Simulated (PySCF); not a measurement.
A run for PySCF: R-M06-2X/6-31G* on C4H10 (SMILES CCCC), a point of a torsion scan.

```python
from pyscf import gto, scf, dft, mp
from pyscf.data.elements import chemcore

mol = gto.M(
    atom='''
    C    -1.56786365   -0.27149379    0.43447265
    C    -0.75774997    0.55328061   -0.55896151
    C     0.66704485    0.03502123   -0.75915933
    C     0.72273876   -1.39371697   -1.28741871
    H    -1.04078925   -0.35032203    1.38324749
    H    -1.74863643   -1.27332024    0.05473775
    H    -2.53145491    0.19941234    0.61663237
    H    -0.70471202    1.58600696   -0.20600381
    H    -1.27409540    0.56054194   -1.52221984
    H     1.20267716    0.08538688    0.19220473
    H     1.18084291    0.69561742   -1.46168478
    H     0.13854468   -1.48510484   -2.20097502
    H     0.33313399   -2.09619584   -0.55580649
    H     1.75052306   -1.67275670   -1.50934738
    ''',
    basis='6-31g*',
    cart=True,
    charge=0, spin=0, verbose=3, max_memory=1800)
mf = dft.RKS(mol, xc='m062x')
mf.conv_tol = 1e-8
mf.max_cycle = 100
mf.kernel()
if not mf.converged:
    mf = mf.newton().run(mf.mo_coeff, mf.mo_occ)
```

Q: Predict the final total energy.

A: -158.3562 hartree.
